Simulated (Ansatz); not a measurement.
C2H7BGaNS, SMILES `BC(S)/C=[N]\[GaH2]`, relaxed with RKS PBE0-D4/def2-TZVP in the Gaussian-basis code of Ansatz from a GFN2-xTB geometry. The force threshold is 0.005 eV/Å; the program also tests the step.

Charge 0, multiplicity 1.

Start:

```xyz
13

B    -0.923   -0.489   -1.790
C    -0.120   -0.894   -0.518
S     1.581   -0.198   -0.381
C    -0.976   -0.489    0.718
N    -0.659    0.348    1.571
Ga    1.030    1.175    1.671
H    -0.569    0.389   -2.473
H    -1.935   -1.035   -1.997
H     0.017   -1.972   -0.420
H     1.387    0.886   -1.137
H    -1.915   -1.046    0.754
H     1.893    0.699    2.855
H     1.188    2.625    1.146
```

**Question.** How much energy does the relaxation release, and in how many steps? (Best estimate.)

**Answer.** Ansatz gave: 1.85 kcal/mol, in 12 steps, 1 of them rejected.

**Question.** Which bonds change most? (Best estimate.)

**Answer.** Computed: C2–S3 from 1.843 to 1.807 Å; S3–Ga6 from 2.529 to 2.559 Å; B1–H7 from 1.167 to 1.195 Å; B1–H8 from 1.168 to 1.195 Å.

**Question.** Give the relaxed structure. (An estimate is asked.)

**Answer.** Ansatz gave: 
```xyz
13

B    -0.891   -0.464   -1.759
C    -0.097   -0.884   -0.493
S     1.576   -0.213   -0.360
C    -0.979   -0.489    0.743
N    -0.673    0.318    1.632
Ga    1.011    1.203    1.696
H    -0.500    0.397   -2.490
H    -1.948   -0.982   -1.959
H    -0.012   -1.976   -0.457
H     1.448    0.782   -1.251
H    -1.934   -1.035    0.735
H     1.972    0.668    2.809
H     1.027    2.675    1.153
```
